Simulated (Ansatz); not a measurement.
`F[CH2][Zn][F]` + HBr → `[F][Zn][Br]` + `CF`  (ligand exchange at a Zn–C bond)

Isolated molecules relaxed with PBE0-D4/def2-TZVP in Ansatz; ΔE leaves out vibrations. CCSD(T)/CBS is the MP2 limit (def2-TZVPP, def2-QZVPP) plus CCSD(T) − MP2 in def2-TZVPP, frozen cores. This one scheme is used for every species. Functionals use def2-TZVPP. For Br, Zn outer-core shells are correlated without core-valence functions, which leaves a few kJ/mol of doubt a bond. Scalar relativity is left out up to krypton. One conformer a species, not always the lowest.

| level | ΔE (kJ/mol) | difference from CCSD(T)/CBS |
| --- | --- | --- |
| LDA (SPW92) | -138.6 | 36.0 |
| BLYP-D4 | -146.1 | 28.5 |
| PBE0-D4 | -164.5 | 10.1 |
| ωB97X-V | -166.5 | 8.1 |
| B2PLYP | -165.5 | 9.1 |
| PBE-QIDH | -174.7 | -0.1 |
| PBE | -147.5 | 27.1 |
| PBE0 | -164.9 | 9.7 |
| BHLYP | -180.8 | -6.2 |
| LC-ωPBE | -163.1 | 11.5 |
| CCSD/def2-SVP | -180.1 | -5.5 |
| CCSD(T)/def2-SVP | -176.2 | -1.6 |
| CCSD(T)/def2-TZVPP | -165.2 | 9.4 |
| MP2/def2-QZVPP | -172.6 | 2.0 |
| HF/CBS(def2) | -215.6 | -41.0 |
| CCSD/CBS(def2) | -179.7 | -5.1 |
| CCSD(T)/CBS | -174.6 | 0 |

Largest T1 diagnostic among the species: 0.016.

In def2-TZVPP, CCSD(T) changes the Hartree–Fock value by +46.5 kJ/mol (the triples alone add +5.2 kJ/mol) and MP2 by +45.7 kJ/mol. From r2SCAN to r2SCAN0 (25 % exact exchange), in def2-TZVPP and without D4, ΔE moves by −12.5 kJ/mol.
